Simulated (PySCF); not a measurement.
A run with a changed setting

The sound run of [BiI2]+ (singlet) uses PySCF 2.14.0, RKS r2SCAN, Bi def2-SVP with ECP60, I def2-SVP with ECP28; non-relativistic Hamiltonian with scalar-relativistic core potentials where named; density fitting; no spin-orbit coupling, grid (50, 194), threshold 1e-8 and 55 cycles at the relaxed geometry. This run, with dm0 from free metal ions and neutral atoms, differs:

```python
mol = gto.M(atom='''
Bi    -0.00000    -0.00000    -0.98311
I      2.15762    -0.00000     0.69503
I     -2.15762     0.00000     0.69503''',
    basis={'Bi': 'def2-SVP', 'I': 'def2-SVP'},
    ecp={'Bi': 'def2-SVP', 'I': 'def2-SVP'},
    charge=1, spin=0)
mf = dft.RKS(mol, xc='R2SCAN')
mf.grids.atom_grid = (50, 194)
mf = mf.density_fit()  # fitting sets: Bi def2-universal-JKFIT, I def2-universal-JKFIT
mf.conv_tol = 1e-08; mf.max_cycle = 3
mf.kernel(dm0)
```

Q: What was changed, and how did it end?

A: The cycle limit was cut. The SCF did not converge. These settings are unsound on purpose: the numbers aren't the compound's.
```
init E= -810.177852413738
cycle= 1 E= -810.115925306259  delta_E= 0.0619  |g|= 0.354  |ddm|= 2.35
cycle= 2 E= -809.885439026506  delta_E= 0.23  |g|= 0.765  |ddm|= 1.76
cycle= 3 E= -810.169071167857  delta_E= -0.284  |g|= 0.0798  |ddm|=  1.4
SCF not converged.
```

Run from Python with OMP_NUM_THREADS=2; the lines above give its settings.
It took 0.7 s on 2 threads of Intel(R) Xeon(R) 6975P-C (Granite Rapids), on a shared host.

No frequency check is given that shows the relaxed geometry to be a minimum.
